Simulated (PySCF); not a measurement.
XPS shifts beside NMR shieldings

Compound: C9H11 (charge +1).
SMILES with atom numbers: `[CH3:1][C+:2]([CH3:3])[c:4]1[cH:5][cH:6][cH:7][cH:8][cH:9]1`

Structure used (PBE0-D3(BJ)/def2-SVP), in Å, numbered top down from 1:
```xyz
20
C9H11 angstrom
C     -1.8559    0.5778   -0.5057
C     -1.0110   -0.4776    0.0881
C     -1.7492   -1.6602    0.5750
C      0.3976   -0.3652    0.1827
C      1.0713    0.8131   -0.2579
C      2.4433    0.9221   -0.1554
C      3.1872   -0.1427    0.3699
C      2.5575   -1.3170    0.8031
C      1.1842   -1.4272    0.7213
H     -2.7277    0.1364   -1.0114
H     -1.3415    1.2666   -1.1824
H     -2.2739    1.1686    0.3339
H     -2.7432   -1.3707    0.9473
H     -1.2296   -2.2610    1.3274
H     -1.9429   -2.3055   -0.3053
H      0.5065    1.6484   -0.6715
H      2.9477    1.8316   -0.4866
H      4.2746   -0.0561    0.4429
H      3.1506   -2.1389    1.2078
H      0.7085   -2.3455    1.0652
```

Binding energies: delta-SCF UKS SCAN, pcX-2 on the ionised atom, pcseg-1 elsewhere, spin-free X2C in PySCF. Shieldings: GIAO CAM-B3LYP/pcSseg-1, non-relativistic, same geometry.

```tsv
atom	isotropic shielding (ppm)
C1	148.9
C4	39.7
C5	29.9
C6	40.9
C7	11.2
```

Q: What are the C 1s binding energies of these atoms?

A: 
| atom | environment | C 1s (eV) | isotropic shielding (ppm) |
| --- | --- | --- | --- |
| C6 | aromatic CH carbon | 294.85 | 40.9 |
| C7 | aromatic CH carbon | 295.01 | 11.2 |
| C5 | aromatic CH carbon | 295.09 | 29.9 |
| C1 | methyl carbon | 295.47 | 148.9 |
| C4 | substituted aromatic carbon | 295.64 | 39.7 |

Q: Among the listed atoms, is the one with the highest binding energy also the least shielded?

A: No. The highest binding energy is at C4 (295.64 eV, shielding 39.7 ppm), the lowest shielding at C7 (11.2 ppm, 295.01 eV).

By binding energy: C6 < C7 < C5 < C1 < C4. By shielding: C7 < C5 < C4 < C6 < C1.

Of atoms equivalent by bonding only the ionised one is listed; its partners' own values can differ in this conformer. Spin contamination (⟨S²⟩ against 0.75 for a pure doublet) is marked for C 1s of C7 (0.88), which makes this value less certain. The species carries charge +1, so core ionisation leaves charge +2. Geometry: PBE0-D3(BJ)/def2-SVP; no solvent, vibrations or thermal averaging.
